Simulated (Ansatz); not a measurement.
Basis-set series for `C=[C]1[O][AlH]1`. Charge 0, multiplicity 1. All single points use the PBE0-D4/def2-TZVP geometry.

```
functional       basis  functions  energy (Eh)  HOMO (eV)  LUMO (eV)
   PBE0-D4    def2-SVP         75   -395.12888      -6.28      -1.33
   PBE0-D4  def2-TZVPP        177   -395.39548      -6.40      -1.48
   ωB97M-V    def2-SVP         75   -395.34266      -8.49       0.39
   ωB97M-V  def2-TZVPP        177   -395.61459      -8.61       0.15
```

Task: Give the rows for def2-QZVPP. (Estimate.)

Result: Computed: 
```csv
functional,basis,functions,energy (Eh),HOMO (eV),LUMO (eV)
PBE0-D4,def2-QZVPP,331,-395.41175,-6.43,-1.54
ωB97M-V,def2-QZVPP,331,-395.63015,-8.64,-0.06
```

Positive LUMOs are unbound and depend on the basis.
